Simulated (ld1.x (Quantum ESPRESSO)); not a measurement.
## What one change does to a pseudopotential (platinum (Pt), TM)

- Element: Pt
- Generator: ld1.x (Quantum ESPRESSO) 7.5
- Type: norm-conserving Troullier–Martins (Kleinman–Bylander form)
- Functional: PBE
- Relativity: scalar-relativistic
- Frozen core: [Xe] 4f14
- Valence charge: 10
- Reference configuration: 5d8 6s2 6p0
- Partial waves: 6s (bound): rc 2.00 bohr; 6p (bound, empty): rc 3.60 bohr; 5d (bound): rc 1.20 bohr
- Local potential: the d channel
- Core correction: Bessel-smoothed model core inside 0.60 bohr

Change: core correction none.

Cutoffs: the cutoffs (Ry, on a coarse ladder) from which the occupation-weighted sum of valence levels, in a spherical-Bessel basis at the reference potential, stays within 10 and 1 mRy of its value at 400 Ry; they do not see the model core or the augmentation charge, which bear on the density cutoff. Errors are all-electron minus pseudo energies relative to the spin-unpolarised reference configuration.

**Question.** What does the change do?

**Answer.** The potential gets neither clearly harder nor softer (40 Ry and 70 Ry → 40 Ry and 70 Ry); both files keep a bound ghost (p, s); of the 7 tests that both files solve, the error grows in 0 and shrinks in 7 by more than 15 % and 0.3 meV (median size 73.5 → 43.6 meV).

| quantity | base | changed |
| --- | --- | --- |
| cutoff, loose | 40 Ry | 40 Ry |
| cutoff, tight | 70 Ry | 70 Ry |
| bound ghosts | s, p | s, p |
| error for 5d9 6s1 6p0, meV [ΔE -1.00 eV] | -49 | -34 |
| error for 5d9 6s0 6p0, meV [ΔE 8.19 eV] | -106 | -55 |
| error for 5d8 6s0 6p0, meV [ΔE 28.15 eV] | -52 | +23 |
| error for 5d6 6s0 6p0, meV [ΔE 106.02 eV] | -307 | +44 |
| error for 5d8 6s1 6p0, meV [ΔE 10.16 eV] | -12 | -0.1 |
| error for 5d9 6s0.5 6p0, meV [ΔE 2.69 eV] | -73 | -46 |
| error for 5d9.5 6s0.5 6p0, meV [ΔE -1.13 eV] | -98 | -69 |
| s: phases at 3.90 bohr within 0.05 rad from the reference energy up to (Ry; the scan ends near 5) | 1.1 | 1.1 |
| p: phases at 3.90 bohr within 0.05 rad from the reference energy up to (Ry; the scan ends near 5) | to the end of the scan | to the end of the scan |
| d: phases at 3.90 bohr within 0.05 rad from the reference energy up to (Ry; the scan ends near 5) | 3.7 | 3.7 |

Base: These tests converged, but a pseudo level misses the all-electron one widely, so the file describes the atom poorly there or has found another state: 5d8 6s0 6p0: empty 6p by 3.5 eV (a node warning on the way). Changed file: These tests converged, but a pseudo level misses the all-electron one widely, so the file describes the atom poorly there or has found another state: 5d8 6s0 6p0: empty 6p by 3.5 eV (a node warning on the way). A true bound ghost makes a file unfit for plane-wave use even where its test errors are small: the radial tests pick states by their node count and pass the ghost by.
